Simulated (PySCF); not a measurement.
# TDDFT excited states: Al2Br4H2O2

Species: (Br2Al-mu-OH)2.
Cartesian coordinates in Å at the PBE0-D3(BJ)/def2-SVP level; atoms count from 1:
```xyz
10
Al2Br4H2O2 angstrom
Al     1.2887    0.0643   -0.5985
Br     2.9229    1.3453    0.2667
Br     1.6895   -1.1195   -2.4643
O      0.3754   -0.9148    0.6663
Al    -1.2656   -0.0774    0.6010
Br    -1.6721    1.1009    2.4687
Br    -2.8918   -1.3650   -0.2699
O     -0.3516    0.9043   -0.6615
H      0.6728   -1.6455    1.2151
H     -0.6436    1.6306   -1.2189
```

Theory: TDDFT CAM-B3LYP/def2-SVPD, vertical, gas phase, core orbitals frozen in the response (PySCF). The CAM-B3LYP/def2-SVPD calculation is non-relativistic and has no spin–orbit coupling, an omission that weighs most on bromine.

| state | E (eV) | E (kJ/mol) | λ (nm) | f | main configurations (H = HOMO, L = LUMO) |
| --- | --- | --- | --- | --- | --- |
| S1 | 6.54 | 631 | 189.6 | 0.0000 | H→L (80%), H-1→L+2 (11%) |
| S2 | 6.58 | 635 | 188.4 | 0.051 | H-1→L (79%), H→L+2 (12%) |
| S3 | 6.72 | 648 | 184.5 | 0.0000 | H-2→L (79%), H-3→L+2 (12%) |
| S4 | 6.78 | 654 | 183.0 | 0.0000 | H-3→L (76%), H-2→L+2 (14%) |
| S5 | 7.04 | 679 | 176.2 | 0.0019 | H-5→L (79%), H-6→L+2 (9%) |
| S6 | 7.04 | 679 | 176.1 | 0.191 | H-4→L (78%), H-7→L+2 (10%) |
| S7 | 7.18 | 693 | 172.6 | 0.0000 | H-7→L (71%), H-4→L+2 (15%) |
| S8 | 7.20 | 695 | 172.1 | 0.0001 | H→L+1 (76%), H-1→L+8 (13%) |
| S9 | 7.23 | 697 | 171.5 | 0.0000 | H-1→L+1 (75%), H→L+8 (14%) |
| S10 | 7.26 | 700 | 170.8 | 0.238 | H-6→L (74%), H-5→L+2 (14%) |
| S11 | 7.58 | 731 | 163.6 | 0.017 | H-2→L+1 (70%), H-3→L+8 (8%) |
| S12 | 7.63 | 737 | 162.4 | 0.0000 | H-3→L+1 (67%), H-2→L+8 (10%) |
| S13 | 7.68 | 741 | 161.4 | 0.0000 | H-4→L+1 (78%), H-7→L+8 (11%) |
| S14 | 7.84 | 756 | 158.2 | 0.0010 | H-7→L+1 (72%), H-4→L+8 (16%) |
| S15 | 7.90 | 763 | 156.9 | 0.066 | H-5→L+1 (81%) |

Triplets, Tamm–Dancoff:

| state | E (eV) | λ (nm) | main configurations (H = HOMO, L = LUMO) |
| --- | --- | --- | --- |
| T1 | 6.31 | 196.4 | H→L (69%), H-1→L+2 (14%) |
| T2 | 6.34 | 195.7 | H-1→L (68%), H→L+2 (16%) |
| T3 | 6.51 | 190.6 | H-2→L (70%), H-3→L+2 (14%) |
| T4 | 6.56 | 189.0 | H-3→L (67%), H-2→L+2 (16%) |

The lowest singlet comes at 190 nm (631 kJ/mol) in the vacuum ultraviolet; it is dark (f under 0.0005); its leading configuration is HOMO→LUMO (80%). The most intense listed level is S10 at 7.26 eV (171 nm, f = 0.238), 0.72 eV above S1. S5/S6 lie within about 0.01 eV of each other. Löwdin shares by element: HOMO bromine 97%; LUMO aluminium 52%, oxygen 14% (atoms not listed hold the other 34%). Orbital energies (eV): HOMO-3 -10.03, HOMO-2 -9.95, HOMO-1 -9.77, HOMO -9.72, LUMO -0.58, LUMO+1 0.20, LUMO+2 0.52. The oscillator strengths of these states sum to 0.566; summed over the whole spectrum of an exact calculation they would give the number of electrons, 184 (Thomas–Reiche–Kuhn). Weighted by f, the mean energy of these states is 7.21 eV. The vertical ionisation energy (ΔSCF) is 10.46 eV, 2.55 eV above S15. Singlets were solved by full linear response, triplets in the Tamm–Dancoff approximation.

The run took 18 min (with the writing of density and orbital grids) on an Intel Xeon at 2.50 GHz with one thread, on a shared host, and the process peaked at 1.8 GiB of memory.

One conformer stands for the species.
